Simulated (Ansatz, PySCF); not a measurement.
Process, species as SMILES: [CH3][Ge]([CH3])([Br])[Br] [dibromo(dimethyl)germane] + 3 [GeH4] (GeH4) → 2 [CH3][GeH3] [methylgermane] + 2 [GeH3][Br]
Geometries: B3LYP-D3(BJ)/def2-TZVP minima from Ansatz (a quantum-chemistry and plane-wave program). Frequencies are from Ansatz or PySCF.

Property: bond separation energy (enthalpy at 298 K, with B3LYP-D3(BJ) rigid-rotor harmonic-oscillator terms), in kJ/mol. Valence correlation only, unless marked. Spin-orbit coupling is left out. The frozen core is the preceding noble-gas configuration, with the filled d and f shells of earlier blocks. No relativistic terms. CBS(X,Y): correlation extrapolated as X^-3; Hartree-Fock from the larger set.

```
level                                program  bond separation energy (kJ/mol)
----------------------------  --------------  -------------------------------
HF/aug-cc-pVDZ                        Ansatz                             28.3
SVWN5/def2-TZVPD                      Ansatz                             46.0
BLYP-D3(BJ)/def2-TZVPD        Ansatz + dftd3                             45.6
BLYP-D4/def2-TZVPD            Ansatz + dftd4                             46.5
PBE0-D3(BJ)/def2-TZVP         Ansatz + dftd3                             40.4
PBE0-D3(BJ)/def2-TZVPD        Ansatz + dftd3                             40.4
PBE0/def2-TZVP                        Ansatz                             33.7
PBE0/def2-TZVPD                       Ansatz                             33.7
HSE06-D4/def2-TZVPD           Ansatz + dftd4                             40.8
CAM-B3LYP/def2-TZVPD                  Ansatz                             33.0
LC-wPBE-D3(BJ)/def2-TZVPD     Ansatz + dftd3                             41.1
MP2/6-31G                             Ansatz                             43.1
MP2/cc-pVTZ                           Ansatz                             41.5
MP2/CBS(cc-pVTZ,cc-pVQZ)              Ansatz                             41.6
RI-MP2/aug-cc-pVQZ                    Ansatz                             42.5
SCS-MP2/STO-3G                        Ansatz                             27.2
CCSD/cc-pVDZ                          Ansatz                             36.6
CCSD(T)/6-31G*                        Ansatz                             43.6
CCSD(T)/aug-cc-pVDZ                   Ansatz                             48.3
CCSD(T)/cc-pVTZ                       Ansatz                             37.8
CCSD(T)/CBS(cc-pVTZ,cc-pVQZ)          Ansatz                             37.7
```
